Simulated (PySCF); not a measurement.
**IrCl₂⁺: breathing scan**

Method: UB3LYP in PySCF with Ir def2-SVP with ECP60, Cl def2-SVP; scalar-relativistic core potentials, no spin–orbit coupling; density-fitted integrals.

Rigid scan from the quintet minimum (Ir–Cl 2.217 Å (×2); Cl–Ir–Cl 180.0°). Coordinate: all bonds to the central atom scaled together. Energies in kJ/mol from the minimum.

(1) Predict the curve at 0.88, 0.92, 0.96, 1.00, 1.04, 1.08, 1.14, 1.22, 1.35.

## Answers

(1) 
```tsv
scale of all bonds to the centre	E (kJ/mol)	⟨S²⟩
0.88	225.9	6.01
0.92	85.8	6.01
0.96	18.4	6.01
1.00	0.0	6.01
1.04	13.8	6.01
1.08	48.0	6.01
1.14	120.4	6.01
1.22	230.5	6.01
1.35	395.2	6.01
```

Other spin states or occupations of the open shell can lie lower. With an element this heavy the missing spin–orbit coupling can shift these numbers.

Other isomers or separated fragments may lie lower.

The scan took 13 s on 2 threads of a shared Arm Neoverse V1 host; the process peaked at 0.68 GiB.
